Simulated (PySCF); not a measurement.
Building multiplets from coupling constants

Atoms are numbered as in `[O:1]=[C:2]1[CH2:3][C:4]([F:5])=[CH:6][O:7]1`. Each H is labelled by its parent atom.

Method: geometry: GFN2-xTB, B3LYP/pcJ-1 coupling constants (spin–dipole term only in couplings to heteroatoms), shieldings: GIAO PBE0/pcSseg-1, in PySCF 2.14.0 with density-fitted response routines (equivalent nuclei averaged, single conformer, no solvent, non-relativistic Hamiltonian).

Chemical shifts δ = σref − σ; CFCl3 for ¹⁹F; TMS for ¹H, ¹³C, all at this level.

Spectrometer: 500 MHz for ¹H. First-order analysis; couplings under 1 Hz (under 4 Hz in carbon signals) are ignored, and nearly equal couplings are merged; the smaller ones broaden or split the lines further.

(1) What pattern does F5 show (¹⁹F)?

(2) What pattern does H(C6) show (¹H)?

(3) What pattern does C6 show in the proton-coupled ¹³C spectrum?

(4) What pattern does C4 show in the proton-coupled ¹³C spectrum?

Results:

(1) A triplet of doublets at δ -162.5: 5.1 Hz to H(C3) (2 × ¹H, 3 bonds away), 3.2 Hz to H(C6) (1 × ¹H, 3 bonds away). Lines in Hz from the centre (relative intensity): +6.7 (1), +3.5 (1), +1.6 (2), -1.6 (2), -3.5 (1), -6.7 (1). The outer lines are 13.4 Hz apart, the sum of the couplings kept, or 0.028 ppm at this field.

(2) A triplet of doublets at δ 6.79: 3.2 Hz to H(C3) (2 × ¹H, 4 bonds away), 3.2 Hz to F5 (1 × ¹⁹F, 3 bonds away). Lines in Hz from the centre (relative intensity): +4.8 (1), +1.6 (3), -1.6 (3), -4.8 (1). The outer lines are 9.6 Hz apart, the sum of the couplings kept, or 0.019 ppm at this field.

(3) A doublet of doublets of triplets at δ 132.1: 212.0 Hz to H(C6) (1 × ¹H, 1 bond away), 22.4 Hz to F5 (1 × ¹⁹F, 2 bonds away), 6.1 Hz to H(C3) (2 × ¹H, 3 bonds away). Lines in Hz from the centre (relative intensity): +123.3 (1), +117.2 (2), +111.1 (1), +100.9 (1), +94.8 (2), +88.7 (1), -88.7 (1), -94.8 (2), -100.9 (1), -111.1 (1), -117.2 (2), -123.3 (1). The outer lines are 246.6 Hz apart, the sum of the couplings kept, or 1.961 ppm at this field.

(4) A doublet of triplets of doublets at δ 158.0: 347.7 Hz to F5 (1 × ¹⁹F, 1 bond away), 9.7 Hz to H(C3) (2 × ¹H, 2 bonds away), 4.2 Hz to H(C6) (1 × ¹H, 2 bonds away). Lines in Hz from the centre (relative intensity): +185.7 (1), +181.4 (1), +175.9 (2), +171.8 (2), +166.2 (1), +162.1 (1), -162.1 (1), -166.2 (1), -171.8 (2), -175.9 (2), -181.4 (1), -185.7 (1). The outer lines are 371.3 Hz apart, the sum of the couplings kept, or 2.953 ppm at this field.
